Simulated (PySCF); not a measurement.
Spinor energies of Sb⁴¹⁺ (antimony, charge +41)

Start: [Ne]. Calculated with PySCF 2.14 in an uncontracted even-tempered set (17 s from 4.8 bohr⁻², ratio 2.6; 13 p from 6.2 bohr⁻², ratio 2.6; 6 d from 6.4 bohr⁻², ratio 2.8; 3 f from 150 bohr⁻², ratio 2.8): generalised Hartree-Fock with the X2C-1e Hamiltonian and a Gaussian nucleus; spin-orbit coupling (SO) screened by Boettger's factors.

```csv
spinor shell,electrons,"ε, screened SO (eV)",weight of nominal j (screened SO),"rms radius, screened SO (bohr)"
1s1/2,2,-33337.8,1.000,0.0325
2s1/2,2,-7268.2,1.000,0.130
2p1/2,2,-6986.6,1.000,0.112
2p3/2,4,-6722.1,1.000,0.117
```

| quantity | screened SO |
| --- | --- |
| E (hartree) | -4919.70780 |
| M_J | 0 |
| ⟨J²⟩ | 0.000 |
| ⟨L²⟩ | 0.007 |
| ⟨S²⟩ | 0.007 |

Breit and QED terms are absent; they matter most for the inner s and p1/2 levels.

Densities and radii are taken from the X2C orbitals without a picture-change correction, which distorts them close to the nucleus.
